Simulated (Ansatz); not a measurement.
A first, cheap relaxation of C$_{3}$H$_{7}$FGe, SMILES `C=C[CH2][GeH2][F]`.

```yaml
crystal:
  periodic: [false, false, false]
  atoms:
    - {symbol: C, position_ang: [-1.748400, 0.074400, 0.540000]}
    - {symbol: C, position_ang: [-1.085300, -0.121300, -0.576000]}
    - {symbol: C, position_ang: [0.233500, -0.772800, -0.528000]}
    - {symbol: Ge, position_ang: [1.659200, 0.444500, 0.259900]}
    - {symbol: F, position_ang: [1.681200, 1.890400, -0.719600]}
    - {symbol: H, position_ang: [-1.414700, -0.129400, 1.508200]}
    - {symbol: H, position_ang: [-2.748700, 0.584000, 0.455700]}
    - {symbol: H, position_ang: [-1.460800, 0.157400, -1.550200]}
    - {symbol: H, position_ang: [0.217000, -1.689900, 0.128900]}
    - {symbol: H, position_ang: [0.597200, -1.033700, -1.518300]}
    - {symbol: H, position_ang: [1.157900, 0.795500, 1.733000]}
    - {symbol: H, position_ang: [2.988800, -0.254400, 0.300400]}
basis:
  gaussian: {orbitals: def2-SVP}
hamiltonian: {xc: pbe, dispersion: d4}
relax: {f_tol: 0.03, max_steps: 200}
```

```sh
$ ansatz run in.yaml --threads 4 --pin off --events-out ev --progress --plain --max-ram 10444MiB
```

Shortened log:

```
Functional definition: PBE
mean field -62432.77109730 eV, -2294.3620193738 hartree, gradient 4.0e-5 eV, S^2 0.000000; 0 other end points of the search recorded, 0 dependent functions left out
relax step   1: F+E_penalty+E_count = -62433.01475434 eV  Δ(F+E_penalty+E_count) = +0.000e0 eV  max|allowed force component| = 3.462e0 eV/Å  Δτ_max = 0.0000 Å  (29 SCF iters, accepted)
mean field -62433.09283471 eV, -2294.3738430052 hartree, gradient 9.5e-6 eV, S^2 0.000000; 0 other end points of the search recorded, 0 dependent functions left out
relax step   2: F+E_penalty+E_count = -62433.33271420 eV  Δ(F+E_penalty+E_count) = -3.180e-1 eV  max|allowed force component| = 1.100e0 eV/Å  Δτ_max = 0.1845 Å  (30 SCF iters, accepted)
mean field -62433.11962120 eV, -2294.3748273906 hartree, gradient 7.2e-6 eV, S^2 0.000000; 0 other end points of the search recorded, 0 dependent functions left out
relax step   3: F+E_penalty+E_count = -62433.35828706 eV  Δ(F+E_penalty+E_count) = -2.557e-2 eV  max|allowed force component| = 4.975e-1 eV/Å  Δτ_max = 0.1152 Å  (30 SCF iters, accepted)
mean field -62433.14982433 eV, -2294.3759373353 hartree, gradient 7.6e-6 eV, S^2 0.000000; 0 other end points of the search recorded, 0 dependent functions left out
relax step   4: F+E_penalty+E_count = -62433.38899770 eV  Δ(F+E_penalty+E_count) = -3.071e-2 eV  max|allowed force component| = 3.278e-1 eV/Å  Δτ_max = 0.1806 Å  (30 SCF iters, accepted)
mean field -62433.15846935 eV, -2294.3762550339 hartree, gradient 7.1e-6 eV, S^2 0.000000; 0 other end points of the search recorded, 0 dependent functions left out
relax step   5: F+E_penalty+E_count = -62433.39648478 eV  Δ(F+E_penalty+E_count) = -7.487e-3 eV  max|allowed force component| = 3.831e-1 eV/Å  Δτ_max = 0.1499 Å  (30 SCF iters, accepted)
mean field -62433.16763983 eV, -2294.3765920427 hartree, gradient 6.9e-6 eV, S^2 0.000000; 0 other end points of the search recorded, 0 dependent functions left out
relax step   6: F+E_penalty+E_count = -62433.40573087 eV  Δ(F+E_penalty+E_count) = -9.246e-3 eV  max|allowed force component| = 2.858e-1 eV/Å  Δτ_max = 0.0686 Å  (31 SCF iters, accepted)
mean field -62433.17997361 eV, -2294.3770453009 hartree, gradient 7.2e-6 eV, S^2 0.000000; 0 other end points of the search recorded, 0 dependent functions left out
relax step   7: F+E_penalty+E_count = -62433.41660923 eV  Δ(F+E_penalty+E_count) = -1.088e-2 eV  max|allowed force component| = 1.866e-1 eV/Å  Δτ_max = 0.1466 Å  (30 SCF iters, accepted)
mean field -62433.18469176 eV, -2294.3772186895 hartree, gradient 6.8e-6 eV, S^2 0.000000; 0 other end points of the search recorded, 0 dependent functions left out
relax step   8: F+E_penalty+E_count = -62433.42044674 eV  Δ(F+E_penalty+E_count) = -3.838e-3 eV  max|allowed force component| = 2.081e-1 eV/Å  Δτ_max = 0.0903 Å  (31 SCF iters, accepted)
mean field -62433.18876034 eV, -2294.3773682071 hartree, gradient 6.8e-6 eV, S^2 0.000000; 0 other end points of the search recorded, 0 dependent functions left out
relax step   9: F+E_penalty+E_count = -62433.42358281 eV  Δ(F+E_penalty+E_count) = -3.136e-3 eV  max|allowed force component| = 1.889e-1 eV/Å  Δτ_max = 0.0680 Å  (31 SCF iters, accepted)
mean field -62433.19049951 eV, -2294.3774321207 hartree, gradient 6.8e-6 eV, S^2 0.000000; 0 other end points of the search recorded, 0 dependent functions left out
relax step  10: F+E_penalty+E_count = -62433.42470518 eV  Δ(F+E_penalty+E_count) = -1.122e-3 eV  max|allowed force component| = 1.008e-1 eV/Å  Δτ_max = 0.0397 Å  (31 SCF iters, accepted)
mean field -62433.19096040 eV, -2294.3774490580 hartree, gradient 6.8e-6 eV, S^2 0.000000; 0 other end points of the search recorded, 0 dependent functions left out
relax step  11: F+E_penalty+E_count = -62433.42505874 eV  Δ(F+E_penalty+E_count) = -3.536e-4 eV  max|allowed force component| = 3.978e-2 eV/Å  Δτ_max = 0.0201 Å  (32 SCF iters, accepted)
mean field -62433.19100120 eV, -2294.3774505574 hartree, gradient 6.8e-6 eV, S^2 0.000000; 0 other end points of the search recorded, 0 dependent functions left out
relax step  12: F+E_penalty+E_count = -62433.42514480 eV  Δ(F+E_penalty+E_count) = -8.606e-5 eV  max|allowed force component| = 1.787e-2 eV/Å  Δτ_max = 0.0046 Å  (33 SCF iters, accepted)
mean field -62433.19100120 eV, -2294.3774505574 hartree, gradient 1.6e-5 eV, S^2 0.000000; 1 other end points of the search recorded, 0 dependent functions left out
Total energy: -62433.42518202 eV, -2294.3860565439 hartree
Atom 0 at    -2.052422    -0.115245     0.466058 Å, force    -0.017551     0.014075     0.001430 eV/Å
Atom 1 at    -1.028251     0.025369    -0.395839 Å, force     0.017870     0.002094    -0.013139 eV/Å
Atom 2 at     0.262386    -0.730345    -0.343980 Å, force    -0.005512     0.007580     0.000620 eV/Å
Atom 3 at     1.759466     0.446326     0.178478 Å, force    -0.000487     0.002387    -0.003706 eV/Å
Atom 4 at     1.822370     1.719971    -1.045673 Å, force    -0.001330    -0.003173     0.001676 eV/Å
Atom 5 at    -2.021245    -0.850488     1.287612 Å, force     0.004096    -0.008992     0.006788 eV/Å
Atom 6 at    -2.961417     0.499534     0.379320 Å, force     0.002500    -0.002771    -0.001481 eV/Å
Atom 7 at    -1.106115     0.780589    -1.199497 Å, force     0.001560    -0.006384     0.008894 eV/Å
Atom 8 at     0.226949    -1.568953     0.383625 Å, force    -0.000495    -0.001042    -0.002445 eV/Å
Atom 9 at     0.537567    -1.147410    -1.336219 Å, force     0.002330    -0.003848     0.000420 eV/Å
Atom 10 at     1.500126     1.157227     1.532870 Å, force    -0.001560     0.000653     0.002631 eV/Å
Atom 11 at     3.137486    -0.271876     0.127245 Å, force    -0.001422    -0.000579    -0.001687 eV/Å
Dipole moment:    -0.059491    -0.367341     0.208926 e Å
```

It took 19 s on 4 threads of an Arm Neoverse V1 on a shared host, with 0.18 GiB of host memory at the peak.
